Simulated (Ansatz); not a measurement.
Ansatz results at the PBE0-D4/def2-TZVP geometry: LUMO energy (ωB97M-V/def2-TZVPP) -0.28 eV; HOMO–LUMO gap (ωB97M-V/def2-TZVPP) 9.30 eV; HOMO–LUMO gap (PBE/def2-TZVPP) 3.38 eV.

Each molecule was computed in one conformer, which needn't be the lowest.

Which molecule gave them?
A. `[SeH][Hf]([SeH])([SeH])[SeH]`
B. `[CH3][Hf]([CH3])([NH2])[F]`
C. `C[S][Hf]([S]C)([S]C)[S]C`
D. `[OH][Hf]([OH])([SeH])[SeH]`

A. The others give `[CH3][Hf]([CH3])([NH2])[F]`: 0.95, 10.58, 4.53; `[OH][Hf]([OH])([SeH])[SeH]`: 0.85, 9.62, 3.93; `C[S][Hf]([S]C)([S]C)[S]C`: 0.11, 9.06, 3.14.
